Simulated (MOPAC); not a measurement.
Input for MOPAC: PM3 on FHSe (SMILES F[SeH]), a point of a bond scan (R = 3.399 Å).

```
PM3 1SCF PRECISE CHARGE=0 THREADS=1
FHSe

Se    -0.11560586 1    -0.22336041 1     0.25952766 1
H     -1.91874348 1    -1.90613361 1    -2.07962292 1
F      0.53668645 1     0.94991721 1    -0.89627180 1
```

Program output:

```
*******************************************************************************
 **                                                                           **
 **                              MOPAC v23.2.5                                **
 **                                                                           **
 *******************************************************************************
 ** MOPAC's Digital Object Identifier: https://doi.org/10.5281/zenodo.6511958 **
 **                                                                           **
 ** Please cite the open-source release paper for use of this MOPAC version:  **
 ** J. E. Moussa and J. J. P. Stewart (2026)                                  **
 ** MOPAC: An open-source semiempirical molecular orbital program             **
 ** J. Open Source Softw., 11(119), 8025, https://doi.org/10.21105/joss.08025 **
 *******************************************************************************

                              PM3 CALCULATION RESULTS

 *******************************************************************************
 *  PM3        - The PM3 Hamiltonian to be used
 *
 *
 *
 *                 CHARGE ON SYSTEM = 0
 *
 *
 *
 *  PRECISE    - TIGHTER CRITERIA TO BE USED
 *  1SCF       - DO 1 SCF AND THEN STOP
 *  THREADS=1  - MULTI-THREADING NOT USED
 *  T=         - A TIME OF 172800.0 SECONDS REQUESTED
 *  DUMP=N     - RESTART FILE WRITTEN EVERY 7200.0 SECONDS REQUESTED
 *******************************************************************************
PM3 1SCF PRECISE CHARGE=0 THREADS=1
 FHSe

   ATOM   CHEMICAL          X               Y               Z
  NUMBER   SYMBOL      (ANGSTROMS)     (ANGSTROMS)     (ANGSTROMS)

     1      Se         -0.11560586  *  -0.22336041  *   0.25952766  *
     2       H         -1.91874348  *  -1.90613361  *  -2.07962292  *
     3       F          0.53668645  *   0.94991721  *  -0.89627180  *



          CARTESIAN COORDINATES

    NO.       ATOM           X           Y           Z

     1        Se         -0.1156     -0.2234      0.2595
     2         H         -1.9187     -1.9061     -2.0796
     3         F          0.5367      0.9499     -0.8963

  H: (PM3): J. J. P. STEWART, J. COMP. CHEM. 10, 209 (1989).
  F: (PM3): J. J. P. STEWART, J. COMP. CHEM. 10, 209 (1989).
 Se: (PM3): J. J. P. STEWART, J. COMP. CHEM. 12, 320-341 (1991).

           Empirical Formula: H Se F  =     3 atoms



      MOLECULAR POINT GROUP   :   Cs


      RHF CALCULATION, NO. OF DOUBLY OCCUPIED LEVELS = 7


 -------------------------------------------------------------------------------
 PM3 1SCF PRECISE CHARGE=0 THREADS=1
 FHSe



     1SCF WAS SPECIFIED, SO BFGS WAS NOT USED
     SCF FIELD WAS ACHIEVED


                              PM3 CALCULATION
                                                       MOPAC v23.2.5 Linux




          FINAL HEAT OF FORMATION =         97.70286 KCAL/MOL =     408.78875 KJ/MOL


          COSMO AREA              =         88.98 SQUARE ANGSTROMS
          COSMO VOLUME            =         67.13 CUBIC ANGSTROMS

          IONIZATION POTENTIAL    =          9.331880 EV
          HOMO LUMO ENERGIES (EV) =         -9.332 -4.350
          NO. OF FILLED LEVELS    =          7
          MOLECULAR WEIGHT        =         98.9663         POINT GROUP:  Cs

          MOLECULAR DIMENSIONS (Angstroms)

            Atom       Atom       Distance
            F     3    H     2     3.94797
            H     2   Se     1     1.52099
            H     2   Se     1     0.00000


          SCF CALCULATIONS        =          1





   ATOM   CHEMICAL          X               Y               Z
  NUMBER   SYMBOL      (ANGSTROMS)     (ANGSTROMS)     (ANGSTROMS)

     1      Se         -0.11560586  *  -0.22336041  *   0.25952766  *
     2       H         -1.91874348  *  -1.90613361  *  -2.07962292  *
     3       F          0.53668645  *   0.94991721  *  -0.89627180  *

                             CARTESIAN COORDINATES

   1   Se       -0.115605860    -0.223360410     0.259527660
   2    H       -1.918743480    -1.906133610    -2.079622920
   3    F        0.536686450     0.949917210    -0.896271800


           Empirical Formula: H Se F  =     3 atoms



      MOLECULAR POINT GROUP   :   Cs


                  EIGENVALUES
 -21.76535 -17.95109 -16.66573 -16.53648 -13.80925  -9.38725  -9.33188  -4.34997
  -0.67719


              NET ATOMIC CHARGES AND DIPOLE CONTRIBUTIONS

  ATOM NO.   TYPE          CHARGE      No. of ELECS.   s-Pop       p-Pop
    1         Se           0.066578        5.9334     1.96768     3.96574
    2          H           0.172191        0.8278     0.82781
    3          F          -0.238770        7.2388     1.67635     5.56242
 DIPOLE           X         Y         Z       TOTAL
 POINT-CHG.    -2.239    -2.737    -0.609     3.589
 HYBRID         0.047     0.146    -0.299     0.336
 SUM           -2.192    -2.592    -0.908     3.514


          ATOMIC ORBITAL ELECTRON POPULATIONS

     Atom    s        px        py        pz
    1 Se   1.96768   1.62731   1.28744   1.05099
    2  H   0.82781
    3  F   1.67635   1.93493   1.81867   1.80882

 **********************
 *                    *
 * JOB ENDED NORMALLY *
 *                    *
 **********************




 == MOPAC DONE ==
```

The run finished.

Cost: very roughly 0.04 core-seconds.
